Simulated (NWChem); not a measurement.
**Correlation energy of FNa**

```xyz
2

Na     0.0000     0.0000    -0.8497
F      0.0000     0.0000     1.0385
```
Charge 0, spin multiplicity 1.

Program: NWChem. Structure: optimised with PBE0/def2-SVP, a minimum by its harmonic frequencies.

Basis set: 3-21G. Each correlation energy counts from its own Hartree-Fock reference.

The correlated methods keep 2 core orbitals frozen. The structure started from a generated list of species. No row is a measurement; the coupled-cluster row has its own basis-set and correlation limits.

Question: Order these methods by the correlation energy they give, lowest first: CCSDT, CR-CCSD[T], SCS-MP2, CCSD, MP2.

Answer: CR-CCSD[T] (-132.0 mHa), CCSDT (-130.4 mHa), MP2 (-128.6 mHa), CCSD (-127.8 mHa), SCS-MP2 (-123.7 mHa)
